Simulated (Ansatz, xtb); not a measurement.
# Two structures of BFH5SSi

Structure a: a doublet given by its coordinates. Structure b: a doublet given by its coordinates. Both are isolated molecules in the gas phase, relaxed with PBE0-D3(BJ)/def2-SVP.

a (Å):

```xyz
9

B    -0.9063    0.0014    1.4223
F    -1.1560   -0.6957   -1.5710
S    -1.8645    1.5392    1.2033
Si   -1.4801   -1.2933   -0.0941
H    -3.0233    1.1513    1.7835
H     0.2713    0.1334    1.1624
H    -1.2771   -0.7799    2.2854
H    -2.9448   -1.5648   -0.0260
H    -0.6751   -2.5353    0.0831
```

Close contacts (Å): B1–S3 1.83, B1–Si4 2.07, F2–Si4 1.63, B1–H6 1.21, B1–H7 1.22, S3–H5 1.35, Si4–H8 1.49, Si4–H9 1.49.

b (Å):

```xyz
9

B     0.6747   -0.1575    1.7863
F    -1.5347    1.8901    1.8741
S     1.2242    3.1171    1.2505
Si    0.0153    1.7109    2.3155
H    -0.3251   -0.1876    2.5496
H     0.4469   -0.3621    0.6200
H     0.1619    2.0023    3.7610
H     1.7310   -0.3711    2.3271
H     0.7807    2.7134    0.0383
```

Close contacts (Å): B1–Si4 2.05, F2–Si4 1.62, S3–Si4 2.14, B1–H5 1.26, B1–H6 1.21, B1–H8 1.21, S3–H9 1.35, Si4–H5 1.94, Si4–H7 1.48.

Quicker runs give these differences E(b) − E(a): GFN2-xTB +0.368 eV; HF/STO-3G +0.992 eV (at GFN2-xTB geometries); r2SCAN-D4/def2-SVP +0.430 eV (at GFN2-xTB geometries).

**Question.** Estimate E(b) − E(a) at the level CCSD(T)/def2-SVP + ΔMP2/def2-TZVPP.

**Answer.** Calculated at CCSD(T)/def2-SVP + ΔMP2/def2-TZVPP: E(b) − E(a) = +0.121 eV, so structure a lies lower.

The same difference at several levels:

```json
{"level": "GFN2-xTB", "geometry": "GFN2-xTB", "E(b) − E(a) (eV)": "+0.368", "departure from the last row (eV)": "+0.248", "job, with rough time for the two": "optimisation, 0.32 s"}
{"level": "HF/STO-3G", "geometry": "GFN2-xTB", "E(b) − E(a) (eV)": "+0.992", "departure from the last row (eV)": "+0.871", "job, with rough time for the two": "single point, 0.34 s"}
{"level": "r2SCAN-D4/def2-SVP", "geometry": "GFN2-xTB", "E(b) − E(a) (eV)": "+0.430", "departure from the last row (eV)": "+0.309", "job, with rough time for the two": "single point, 2.7 s"}
{"level": "PBE0-D3(BJ)/def2-SVP", "geometry": "PBE0-D3(BJ)/def2-SVP", "E(b) − E(a) (eV)": "+0.226", "departure from the last row (eV)": "+0.105", "job, with rough time for the two": "optimisation, 49 s"}
{"level": "HF/def2-SVP", "geometry": "PBE0-D3(BJ)/def2-SVP", "E(b) − E(a) (eV)": "+0.083", "departure from the last row (eV)": "−0.038", "job, with rough time for the two": "part of the CCSD(T) run"}
{"level": "MP2/def2-SVP", "geometry": "PBE0-D3(BJ)/def2-SVP", "E(b) − E(a) (eV)": "+0.260", "departure from the last row (eV)": "+0.139", "job, with rough time for the two": "part of the CCSD(T) run"}
{"level": "CCSD(T)/def2-SVP", "geometry": "PBE0-D3(BJ)/def2-SVP", "E(b) − E(a) (eV)": "+0.272", "departure from the last row (eV)": "+0.151", "job, with rough time for the two": "single point"}
{"level": "CCSD(T)/def2-SVP + ΔMP2/def2-TZVPP", "geometry": "PBE0-D3(BJ)/def2-SVP", "E(b) − E(a) (eV)": "+0.121", "departure from the last row (eV)": "", "job, with rough time for the two": "single point, 21 s"}
```

None of the levels shown reverses the order. The largest departure from CCSD(T)/def2-SVP + ΔMP2/def2-TZVPP is that of HF/STO-3G, 0.871 eV. The last row adds to CCSD(T) the change of the MP2 difference between the two basis sets, here −0.151 eV, a large step that makes the value less sure.

With harmonic frequencies from PBE0-D3(BJ)/def2-SVP (ideal gas, rigid rotor, one conformer each, 298.15 K, 1 atm): the zero-point term adds −0.017 eV; ΔH is +0.113 and ΔG +0.111 eV.

Open shells are spin-unrestricted. The correlated steps freeze 12 core orbitals. Run with Ansatz 0.2.0, xtb 6.7.1; the last row on 2 threads of Intel(R) Xeon(R) 6975P-C (Granite Rapids) on a shared host.
